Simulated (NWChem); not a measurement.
System meant: AlAs$_{2}$H$_{5}$; SMILES [AsH2][AlH][AsH2]

The following NWChem deck was run.

```
start job
memory heap 200 mb stack 900 mb global 1100 mb
geometry units angstroms noautoz
  Al     0.870446     0.092959    -0.143978
  As    -0.355130    -1.914194     0.493995
  H     -0.161624    -2.512457    -0.895971
  H     -1.695496    -1.282279     0.135558
  As    -0.020546     2.326527     0.250526
  H      1.282543     2.763136     0.912843
  H     -0.656991     1.905320     1.570306
  H      2.295760    -0.058882    -0.839096
end
basis spherical
  Al library def2-svp
  As library def2-svp
  H library def2-svp
end
dft
  xc b3lyp
  iterations 4
  mulliken
end
task dft energy
```

End of the output:

```
    Atom       Charge   Shell Charges
 -----------   ------   -------------------------------------------------------
    1 Al  13    12.69   2.00  1.95  0.70  0.33  5.81  0.91  0.82  0.18
    2 As  33    33.02   2.00  2.00  1.95  1.01  0.54  5.99  5.80  1.67  1.93  7.81  2.04  0.27
    3 H    1     1.03   0.60  0.38  0.04
    4 H    1     1.03   0.61  0.38  0.04
    5 As  33    33.02   2.00  2.00  1.95  1.01  0.54  5.99  5.80  1.67  1.93  7.81  2.04  0.27
    6 H    1     1.03   0.60  0.38  0.04
    7 H    1     1.03   0.61  0.38  0.04
    8 H    1     1.14   0.63  0.50  0.01

 center of mass
 --------------
 x =  -0.00000000 y =   0.00000000 z =  -0.04123876

 moments of inertia (a.u.)
 ------------------
         168.751574443372          -0.000004336754           0.000000000000
          -0.000004336754        2650.441133042731           0.000000000000
           0.000000000000           0.000000000000        2512.329204019734

     Multipole analysis of the density
     ---------------------------------

     L   x y z        total         alpha         beta         nuclear
     -   - - -        -----         -----         ----         -------
     0   0 0 0      0.000000    -42.000000    -42.000000     84.000000

     1   1 0 0      0.000000      0.000000      0.000000      0.000000
     1   0 1 0     -0.000000     -0.000000     -0.000000      0.000000
     1   0 0 1      0.051349      0.025675      0.025675     -0.000000

     2   2 0 0    -43.162391   -590.465496   -590.465496   1137.768600
     2   1 1 0      1.688236     -7.930122     -7.930122     17.548480
     2   1 0 1      0.000000      0.000000      0.000000      0.000000
     2   0 2 0    -37.532356    -26.251697    -26.251697     14.971038
     2   0 1 1     -0.000000     -0.000000     -0.000000      0.000000
     2   0 0 2    -40.499317    -66.740428    -66.740428     92.981538

 ------------------------------------------------------------------------
 dft energy failed                                                                                  0
 ------------------------------------------------------------------------
 ------------------------------------------------------------------------
  current input line :
    23: task dft energy
 ------------------------------------------------------------------------
 ------------------------------------------------------------------------
 This type of error is most commonly associated with calculations not reaching convergence criteria
 ------------------------------------------------------------------------
 For more information see the NWChem manual at https://nwchemgit.github.io

0:dft energy failed:Received an Error in Communication
```

### Question
What is wrong, and how is it mended?

### Answer
Convergence was not reached. Cause: the SCF was allowed too few iterations. This input runs:
```
start job
memory heap 200 mb stack 900 mb global 1100 mb
geometry units angstroms noautoz
  Al     0.870446     0.092959    -0.143978
  As    -0.355130    -1.914194     0.493995
  H     -0.161624    -2.512457    -0.895971
  H     -1.695496    -1.282279     0.135558
  As    -0.020546     2.326527     0.250526
  H      1.282543     2.763136     0.912843
  H     -0.656991     1.905320     1.570306
  H      2.295760    -0.058882    -0.839096
end
basis spherical
  Al library def2-svp
  As library def2-svp
  H library def2-svp
end
dft
  xc b3lyp
  iterations 150
  mulliken
end
task dft energy
```
It converges to -4716.67692 Ha (B3LYP/def2-SVP).
